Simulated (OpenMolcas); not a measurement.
## GeH2O2 (SMILES [OH][Ge][OH]): methods side by side

GeH2O2: 5 atoms, total charge 0, spin state singlet. SMILES: `[OH][Ge][OH]`. The coordinates come from a PBE0-D4/def2-TZVP relaxation. This is one conformer, not always the lowest.

```xyz
5

O    -1.3410   -0.0995   -0.3774
Ge   -0.3164   -0.8958    0.8553
O     1.2819   -0.1423    0.5702
H    -0.9409    0.5508   -0.9615
H     1.3664    0.5132   -0.1279
```

Each level gives the dipole moment (D). The values are calculated.

| level | kind | program | value (D) | CPU time |
| --- | --- | --- | --- | --- |
| HF/def2-SVPD | Hartree–Fock | OpenMolcas | 1.55 | 14 s |
| SVWN5/def2-SVPD | LDA | OpenMolcas | 1.53 | 27 s |
| BLYP/def2-SVPD | GGA | OpenMolcas | 1.35 | 34 s |
| M06-L/def2-SVPD | meta-GGA | OpenMolcas | 1.41 | 42 s |
| TPSS/def2-SVPD | meta-GGA | OpenMolcas | 1.50 | 45 s |
| r2SCAN/def2-SVPD | meta-GGA | OpenMolcas | 1.56 | 41 s |
| B3LYP/def2-SVPD | global hybrid | OpenMolcas | 1.36 | 31 s |
| M06-2X/def2-SVPD | hybrid meta-GGA | OpenMolcas | 1.54 | 38 s |

All-electron rows without a relativistic Hamiltonian named are non-relativistic. The values span 1.35 to 1.56 D. Magnitudes only. CPU times are rough (shared hosts, several kinds of processor and program).
